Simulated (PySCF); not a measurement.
# Excitation energy of Au by level of theory

Au [Xe] 4f14 5d10 6s1 (2S) → Au [Xe] 4f14 5d10 6d1 (2D), as a difference of total energies. Computed with PySCF 2.14 in aug-cc-pwCVDZ-PP with ECP60MDF (6s6p5d3f, 70 functions), with a scalar-relativistic core potential. Correlated levels: valence: 5s2 5p6 frozen. The calculations carry no spin-orbit coupling.

| method | excitation energy (eV) |
| --- | --- |
| UHF | 7.403 |
| MP2 (valence) | 8.731 |
| SCS-MP2 (valence) | 8.570 |
| CCSD (valence) | 8.499 |
| CCSD(T) (valence) | 8.561 |

How much does correlation contribute at CCSD(T) (valence)?

8.561 − (7.403) = 1.158 eV, measured against UHF.

The promoted electron is Rydberg-like, and one or two diffuse shells describe it only roughly, which tends to raise the upper state.
